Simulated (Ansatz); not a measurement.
Reactions of C$_{7}$H$_{13}$ClO$_{2}$, SMILES `CC(C)COC(=O)CCCl`.

Gas-phase electronic energies from Ansatz, PBE0-D4/def2-TZVP geometries. CCSD(T)/CBS is the MP2 limit (def2-TZVPP, def2-QZVPP) plus CCSD(T) − MP2 in def2-TZVPP, frozen cores. This one scheme is used for every species. One conformer a species, not always the lowest.

Order these by ΔE at CCSD(T)/CBS, lowest first. (Best estimate.)
A. `CC(C)COC(=O)CCCl` + `C[SiH]` → `C[Si]C` + `CCCOC(=O)CCCl`
B. `CC(C)COC(=O)CCCl` + `CNCN` → `CNCNC` + `CCCOC(=O)CCCl`
C. `CC(C)COC(=O)CCCl` + `O[SiH2]S` → `CO[SiH2]S` + `CCCOC(=O)CCCl`

A (-42.4 kJ/mol), B (+35.7 kJ/mol), C (+65.7 kJ/mol).

Largest T1 diagnostic: 0.012, for `C[SiH]`.
